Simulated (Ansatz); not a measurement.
Reaction (formal exchange of groups at a C–C bond): `CC[NH][GaH2]` + `FCCl` → `CC(F)Cl` + `C[NH][GaH2]`

Calculated with Ansatz (gas phase, PBE0-D4/def2-TZVP geometries, no zero-point term in ΔE). CCSD(T)/CBS is the MP2 limit (def2-TZVPP, def2-QZVPP) plus CCSD(T) − MP2 in def2-TZVPP, frozen cores. This one scheme is used for every species. DFT in def2-TZVPP. B3LYP here is the variant with VWN-RPA as its local correlation; programs differ in this. For Ga outer-core shells are correlated without core-valence functions, which leaves a few kJ/mol of doubt a bond. Scalar relativity is left out up to krypton. One conformer a species, not always the lowest.

Is it downhill or uphill in electronic energy at CCSD(T)/CBS, and by how much? (Best estimate.)

The calculation gave: Downhill: ΔE = -0.16 eV.

What do these levels give: B3LYP-D4, r2SCANh-D4, CAM-B3LYP-D4, ωB97X-V, ωB97M-V, BLYP, r2SCANh, r2SCAN0, BHLYP, HF/def2-SVP, MP2/def2-QZVPP, HF/CBS(def2)? (Best estimate.)

The calculation gave: B3LYP-D4 -0.15, r2SCANh-D4 -0.18, CAM-B3LYP-D4 -0.16, ωB97X-V -0.17, ωB97M-V -0.17, BLYP -0.16, r2SCANh -0.19, r2SCAN0 -0.18, BHLYP -0.16, HF/def2-SVP -0.17, MP2/def2-QZVPP -0.15, HF/CBS(def2) -0.15 eV.

Largest T1 diagnostic among the species: 0.015.

Leaving LDA and LC-ωPBE aside and taking each functional with its dispersion term where it has one, the values, not all of them listed here, spread over 0.05 eV, from B97M-V to revPBE-D4. LDA lies −0.03 eV from PBE without D4.
